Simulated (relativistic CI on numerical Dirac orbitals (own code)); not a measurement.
**Mo⁴⁺: resonant inelastic scattering at the M2,3 edge**

Computed with this model: Dirac-Coulomb-Breit CI, orbitals from a KLI potential per configuration, QED by a radiative potential, valence Slater integrals scaled by 0.7, Kramers-Heisenberg scattering through one core-hole configuration in a parametric crystal field; configurations [Kr] 4d2 → [Ne] 3s2 3p5 3d10 4s2 4p6 4d3; 300 K; core-hole width 2 eV; summed over polarisations. Incident energies are the highest absorption maxima for each field (at most a few, so the weaker spin-orbit partner edge can be absent), on the computed scale of the free ion. Intensities are in per cent of the strongest line above 0.02 eV; levels within 1 cm⁻¹ are merged; final levels count from the ground level, the first row holds all elastic scattering, lines under 0.4 are left out and each table stops after 24 rows. The scale of the Slater integrals is a model choice and moves the terms in proportion.

Field parameters in Wybourne normalisation: D4h B²₀ = −7Ds, B⁴₀ = 21(Dq − Dt), B⁴₄ = 21√(5/14) Dq. The field is a parameter set, without covalency, and values of 10Dq over about 45,000 cm⁻¹ lie beyond real compounds.

S is read from ⟨S²⟩ = S(S + 1).

D4h, 10Dq = 43600, Ds = -250, Dt = -530 cm⁻¹:

```tsv
Final level (eV)	Degeneracy	Irrep	S	400.2 eV	405.7 eV	423.5 eV
0.000	1	A1	1.00	1772.9	1669.0	294.2
0.012	2	E	1.00	50.5	1.0	1.0
0.194	1	B1	0.99	54.3	6.3	0.3
0.197	1	B2	1.00	54.4	6.9	0.5
0.279	2	E	1.00	81.4	13.0	2.4
0.327	1	A2	1.00	15.4	4.4	1.1
0.344	1	A1	1.00	10.1	4.0	1.8
1.113	1	B2	0.02	36.6	6.3	2.5
1.120	1	B1	0.02	19.0	2.9	0.7
1.344	2	E	0.01	65.3	8.4	1.5
1.395	1	A1	0.01	43.0	4.5	0.4
2.795	1	A1	0.01	14.4	5.3	1.3
5.524	1	B1	1.00	3.9	44.0	7.1
5.525	1	B2	1.00	4.0	39.3	5.4
5.560	2	E	1.00	8.2	70.4	31.9
5.598	2	A1+A2	1.00	4.0	38.0	33.3
6.166	3	B1+E	1.00	0.7	18.3	7.7
6.623	2	E	0.89	0.9	22.2	8.9
6.637	1	A1	1.00	0.4	11.0	4.6
6.737	2	E	0.62	3.2	100.0	27.2
6.739	1	A2	1.00	1.3	50.2	14.4
6.755	1	A1	1.00	2.0	64.9	20.9
6.819	1	B2	0.99	1.6	38.6	18.6
6.821	2	E	0.74	2.6	80.5	41.6
```

D4h, 10Dq = 45900, Ds = 720, Dt = -770 cm⁻¹:

| Final level (eV) | Degeneracy | Irrep | S | 400 eV | 405.9 eV | 418.1 eV |
| --- | --- | --- | --- | --- | --- | --- |
| 0.000 | 1 | A1 | 1.00 | 1362.0 | 1254.7 | 216.0 |
| 0.009 | 2 | E | 1.00 | 38.1 | 1.0 | 19.2 |
| 0.674 | 1 | B1 | 0.97 | 37.0 | 3.1 | 6.5 |
| 0.679 | 1 | B2 | 0.98 | 47.9 | 4.5 | 6.2 |
| 0.758 | 2 | E | 1.00 | 63.9 | 5.7 | 20.2 |
| 0.817 | 1 | A2 | 1.00 | 9.9 | 0.8 | 8.0 |
| 0.819 | 1 | A1 | 1.00 | 10.9 | 1.6 | 16.7 |
| 1.102 | 1 | B2 | 0.06 | 22.4 | 3.6 | 13.9 |
| 1.111 | 1 | B1 | 0.08 | 19.5 | 2.8 | 14.6 |
| 1.730 | 1 | A1 | 0.01 | 42.0 | 4.2 | 36.1 |
| 1.834 | 2 | E | 0.01 | 30.3 | 4.6 | 30.4 |
| 3.447 | 1 | A1 | 0.01 | 2.8 | 1.6 | 3.7 |
| 6.251 | 1 | B1 | 1.00 | 2.6 | 41.2 | 0.8 |
| 6.252 | 1 | B2 | 1.00 | 2.6 | 35.4 | 0.4 |
| 6.281 | 2 | E | 1.00 | 5.3 | 70.9 | 1.6 |
| 6.312 | 1 | A2 | 1.00 | 1.4 | 11.1 | 0.4 |
| 6.312 | 1 | A1 | 1.00 | 1.7 | 29.5 | 1.2 |
| 7.106 | 1 | B1 | 1.00 | 0.2 | 4.3 | 0.0 |
| 7.110 | 2 | E | 1.00 | 0.2 | 10.0 | 0.2 |
| 7.241 | 1 | A1 | 1.00 | 1.2 | 56.7 | 1.5 |
| 7.243 | 1 | A2 | 1.00 | 0.9 | 43.7 | 0.9 |
| 7.276 | 2 | E | 0.97 | 3.0 | 100.0 | 1.0 |
| 7.313 | 1 | B2 | 1.00 | 1.4 | 35.5 | 0.6 |
| 7.336 | 1 | B1 | 1.00 | 1.3 | 33.1 | 0.3 |

D4h, 10Dq = 46100, Ds = 1920, Dt = 1180 cm⁻¹:

```tsv
Final level (eV)	Degeneracy	Irrep	S	400.6 eV	405.1 eV	419 eV
0.000	1	B1	1.00	1456.6	1073.7	138.6
0.004	1	B2	1.00	28.2	6.2	5.9
0.012	2	E	1.00	47.5	6.5	8.6
0.013	1	A1	1.00	39.0	4.5	5.0
0.132	1	A2	1.00	27.1	8.2	4.1
0.148	2	E	1.00	48.8	18.7	8.2
0.198	1	A1	1.00	6.0	7.0	20.5
1.157	2	E	0.01	69.0	8.2	33.5
1.160	1	A1	0.01	17.6	2.1	8.0
1.169	1	B2	0.01	33.2	4.6	16.4
1.183	1	B1	0.01	19.3	2.5	8.9
2.629	1	A1	0.01	17.3	6.8	31.4
3.901	1	B1	1.00	5.0	14.7	2.8
3.902	2	E	1.00	10.2	22.9	3.6
4.465	1	A2	1.00	2.8	10.6	1.5
4.467	1	A1	1.00	3.1	15.4	2.3
4.506	2	E	1.00	4.6	25.8	3.2
4.540	1	B2	0.99	1.3	4.6	1.2
4.553	1	B1	1.00	1.8	12.2	1.0
5.136	1	B2	0.03	1.1	20.4	1.5
5.352	2	E	0.01	1.0	25.6	2.3
5.928	2	B1+B2	1.00	5.5	100.0	1.5
5.955	2	E	1.00	1.9	38.3	0.9
5.987	1	A1	1.00	0.4	13.5	1.1
```

For the first field the strongest loss at the lowest incident energy is the level at 0.28 eV (S = 1.00, against 1.00 in the thermal ground state). Levels of other spin, the first over 8 % at 1.11 eV, appear because spin-orbit coupling of the core hole, and in heavier ions of the valence shell too, mixes spins.
